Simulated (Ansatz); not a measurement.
`[F][Ti]([F])([F])[Cl]` + CH₃SH → `C[S][Ti]([F])([F])[Cl]` + H–F at 298.15 K and 1 bar (ligand exchange at a Ti–F bond).

Gas-phase electronic energies from Ansatz, PBE0-D4/def2-TZVP geometries. CBS: MP2 limit from def2 TZ/QZ plus the TZ coupled-cluster correction, frozen cores. This one scheme is used for every species. For Ti outer-core shells are correlated without core-valence functions, which leaves a few kJ/mol of doubt a bond. Scalar relativity is left out up to krypton. Each species was taken in one conformer, which may not be the lowest.

```csv
species,CCSD(T)/CBS energy (Eh),H − E (kJ/mol),S (J/(mol·K))
`[F][Ti]([F])([F])[Cl]`,-1608.34854,41.6,329.6
CH₃SH,-438.22835,133.0,253.2
`C[S][Ti]([F])([F])[Cl]`,-1946.16025,145.2,409.4
H–F,-100.39570,33.5,173.6
```

H − E and S are ideal-gas, rigid-rotor, harmonic terms from PBE0-D4/def2-TZVP, for one conformer and one mirror image of each species. 1 Eh = 2625.50 kJ/mol, R = 8.31446 J/(mol·K).

Problem. By hand: ΔE, ΔH, ΔS and ΔG.

Solution. ΔE = (-1946.16025) + (-100.39570) − (-1608.34854) − (-438.22835) = 0.02094 Eh = 55.0 kJ/mol. Δ(H − E) = 145.2 + 33.5 − 41.6 − 133.0 = 4.1, so ΔH = 59.1 kJ/mol. ΔS = 409.4 + 173.6 − 329.6 − 253.2 = 0.2 J/(mol·K). ΔG = 59.1 − 298.15 × (0.2)/1000 = 59.0 kJ/mol.

Problem. By hand: the equilibrium constant, and the temperature at which ΔG would vanish if ΔH and ΔS stayed fixed.

Solution. log₁₀ K = −ΔG/(RT ln 10) = -10.3. ΔG = 0 at ΔH/ΔS = 295500 K, far beyond where these terms or the molecules hold.

The number of gas molecules stays the same, so ΔS is small and ΔH decides. A doubt of 5 kJ/mol in ΔE shifts log₁₀ K by 0.9 here. Other conformers and mirror images would add mixing entropy, several J/(mol·K) or more a flexible species. Modes under 60 cm⁻¹, often nearly free rotors, make the harmonic entropy too high. These are equilibria of isolated gas molecules and say nothing of rates. Largest T1 diagnostic: 0.025 (customary marks: 0.02 for closed shells, 0.045 for open ones).
